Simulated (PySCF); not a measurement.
FeCl3, optimised at GFN2-xTB:

```xyz
4

Fe     0.8413    -0.3215    -0.5258
Cl    -0.2515     0.9150    -1.8123
Cl    -0.2602    -2.0206     0.0014
Cl     1.4684     0.7264     1.1733
```

Energies from PySCF (xtb for GFN2), thermal terms from the rigid-rotor harmonic-oscillator model, ideal gas at 1 bar. 6-31G* has spherical d functions here. Open shells (unrestricted): FeCl3 (multiplicity 6). GFN2 has no spin-polarisation term. B3LYP is the form with VWN-RPA correlation. Warning, point group unlike the PBE0 one: FeCl3 (GFN2-xTB). FeCl3: several close states are possible; one was followed.

Question: List the harmonic frequencies (cm⁻¹, unscaled) at this level and at the other levels, each on its own geometry.

Answer: 
- GFN2-xTB: 81, 114, 114, 318, 352, 352
- B3LYP/6-31G*: 84, 106, 106, 357, 458, 458
- PBE/def2-SVP: 77, 100, 101, 338, 443, 443
- PBE0/def2-TZVP: 95, 104, 104, 364, 469, 469
